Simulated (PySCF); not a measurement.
**Reproducing measurements on CH3Br**

**The experiment to reproduce.**

NIST CCCBDB Release 22 (SRD 101), experimental dipoles lists, for the gas: dipole moment 1.81 D.

The results are set against them at the end.

CH₃Br.
Numbering: `[CH3:1][Br:2]` (hydrogens: H3, H4, H5 on C1)

Structure used (PBE0-D3(BJ)/def2-SVP), in Å, numbered top down from 1:
```xyz
5
CH3Br angstrom
C     -0.044    0.039   -0.026
Br     1.844    0.435    0.007
H     -0.229   -0.707   -0.807
H     -0.588    0.965   -0.243
H     -0.333   -0.354    0.955
```

Runs made with PySCF (gas phase, on this PBE0-D3(BJ)/def2-SVP geometry; no spin–orbit coupling):

```csv
level,job,basis functions,wall time
"PBE0-D3(BJ)/def2-SVP, grid level 1",geometry optimisation from a GFN2-xTB start shaken at random,61,2.5 s
```

Hardware: AMD EPYC 9R45, one thread, shared host.

Results beside the measurements:

**Dipole moment.** Measured: 1.81 D (NIST CCCBDB Release 22 (SRD 101), experimental dipoles).

| level | computed (D) | computed − measured (D) | % (from the printed values) |
| --- | --- | --- | --- |
| PBE0-D3(BJ)/def2-SVP | 1.81 | 0.00 | 0 |

The computed dipoles belong to one fixed geometry; measured ones are averaged over vibrations unless marked μe. Magnitudes are compared, not signs.

No measured geometry was used, and the causes of the misses weren't examined.
